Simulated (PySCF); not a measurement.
H₃Cl₂OSiTi, doublet, geometry from GFN2-xTB (such geometries of metal compounds can be far from the true shape) (the multiplicity is a formal guess).

PySCF was given this input:
```python
from pyscf import gto, scf, dft

mol = gto.Mole()
mol.atom = '''
    Ti    0.13385518    0.12639748    0.35858986
    Cl    0.27420287   -1.26758755    1.94371787
    Cl    0.79158817    2.07880932    0.84103919
    O    -0.45519838   -0.29537952   -1.18464084
    Si   -0.99985070   -0.81141691   -2.62507650
    H    -1.10617308    0.36543350   -3.49723954
    H    -2.30890326   -1.43572356   -2.38179060
    H    -0.00868833   -1.77835172   -3.12261939
'''
mol.basis = 'def2-svp'
mol.spin = 1
mol.verbose = 4
mol.build()

mf = dft.UKS(mol)
mf.xc = 'b3lyp'
mf = mf.density_fit(auxbasis='def2-universal-jkfit')
mf.kernel()
```

Q: What is the computed Mulliken (on the basis functions themselves) charges in atom order (DF-B3LYP/def2-SVP (PySCF))?

A: Ti1 0.76, Cl2 -0.24, Cl3 -0.24, O4 -0.60, Si5 0.65, H6 -0.11, H7 -0.11, H8 -0.11

Q: What is the computed number of basis functions (DF-B3LYP/def2-SVP)?

A: 114

Q: What total energy does DF-B3LYP/def2-SVP give?

A: -2136.114625 Ha

Q: What HOMO energy does DF-B3LYP/def2-SVP give?

A: -6.09 eV

Q: What <S^2> does DF-B3LYP/def2-SVP give?

A: 0.753

Q: What nuclear repulsion energy does DF-B3LYP/def2-SVP give?

A: 505.0344 Eh

These values belong to the state on which the SCF converged, which isn't shown to be the lowest.
